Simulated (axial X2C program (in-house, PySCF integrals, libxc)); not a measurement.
## Spin–orbit effects down a group: molecules with Cl, PBE0

All values come from calculations with an in-house relativistic program for diatomic molecules, spin-free (one-electron X2C) or two-component (2c: spin–orbit coupling with atomic mean-field Coulomb and Gaunt terms, which also bring small scalar terms), in Dyall basis sets with cores contracted in-house; open shells are unrestricted.

Basis sets: Be dyall-cv3z, Cl dyall-av3z, Cl dyall-v3z, Mg dyall-cv3z, Sr dyall-v3z.

```tsv
molecule	spin-free state	Re (Å)	ωe (cm⁻¹)	De (eV)	2c state	Re 2c (Å)	ωe 2c (cm⁻¹)	De 2c (eV)
BeCl	M_S = 1/2, Λ = 0	1.803	838.3	4.28	Ω = 1/2	1.803	838.1	4.27
MgCl	M_S = 1/2, Λ = 0	2.207	456.2	3.37	Ω = 1/2	2.207	456.1	3.36
SrCl	M_S = 1/2, Λ = 0	2.567	303.5	4.36	Ω = 1/2	2.567	303.5	4.35
```

Question: Work out the shifts from the spin-free to the two-component result.

Answer: 

```json
{"molecule": "BeCl", "2c state": "Ω = 1/2", "ΔRe (Å)": "0.000", "Δωe (cm⁻¹)": "-0.2", "ΔDe (eV)": "-0.01"}
{"molecule": "MgCl", "2c state": "Ω = 1/2", "ΔRe (Å)": "0.000", "Δωe (cm⁻¹)": "-0.1", "ΔDe (eV)": "-0.01"}
{"molecule": "SrCl", "2c state": "Ω = 1/2", "ΔRe (Å)": "0.000", "Δωe (cm⁻¹)": "0.0", "ΔDe (eV)": "-0.01"}
```

Shifts of one unit in the last digit are rounding.

Each entry is the lowest single determinant of a limited PBE0 search at one distance. De goes to single-determinant-based atoms at the same level (for ions the charge split of lowest energy) and is withheld (n/a) where an atom does not fit its ground term or J level. Main or longest-lived isotopes. Some light 2c atoms are not at their ground J level, so De misses part of their lowering (0.04 eV or less). The functionals have no current term, which raises determinants with orbital currents.
